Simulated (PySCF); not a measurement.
## Vibration and rotation of YI

RHF-CCSD(T) constants of YI, ¹Σ⁺ (singlet), closed shell (Y def2-TZVPP with ECP28, I def2-TZVPP with ECP28; scalar-relativistic core potentials (PySCF 2.14); masses 88.9058 and 126.9045 u):

```
ωe                    : 210.0 cm⁻¹
ωexe                  : 0.394 cm⁻¹
Be                    : 0.041169 cm⁻¹
αe                    : 0.000110 cm⁻¹
D (centrifugal)       : 6.33e-09 cm⁻¹
De to Y (4d1 5s2) + I : 4.08 eV
```

(1) Give the vibrational terms G(v) and spacings up to v = 6.

(2) How well does the Morse estimate ωe²/(4ωexe) reproduce De, and what is D0?

Correlated steps freeze 4 core orbitals. These are scalar-relativistic numbers at best; spin–orbit coupling would shift them, the dissociation energy most. Where the molecule has an RHF reference, its open-shell atoms are computed with UHF.

Answers

(1) G(v) = ωe(v+½) − ωexe(v+½)².

```json
{"v": "0", "G(v) (cm⁻¹)": "104.9", "G(v) − G(v−1)": "", "Bv (cm⁻¹)": "0.04111"}
{"v": "1", "G(v) (cm⁻¹)": "314.1", "G(v) − G(v−1)": "209.2", "Bv (cm⁻¹)": "0.04100"}
{"v": "2", "G(v) (cm⁻¹)": "522.5", "G(v) − G(v−1)": "208.4", "Bv (cm⁻¹)": "0.04089"}
{"v": "3", "G(v) (cm⁻¹)": "730.2", "G(v) − G(v−1)": "207.6", "Bv (cm⁻¹)": "0.04078"}
{"v": "4", "G(v) (cm⁻¹)": "937.0", "G(v) − G(v−1)": "206.8", "Bv (cm⁻¹)": "0.04067"}
{"v": "5", "G(v) (cm⁻¹)": "1143.1", "G(v) − G(v−1)": "206.1", "Bv (cm⁻¹)": "0.04056"}
{"v": "6", "G(v) (cm⁻¹)": "1348.4", "G(v) − G(v−1)": "205.3", "Bv (cm⁻¹)": "0.04045"}
```

(2) It gives 3.47 eV, 85 % of the computed De. D0 = De − G(0) = 4.08 − 0.01 = 4.07 eV.
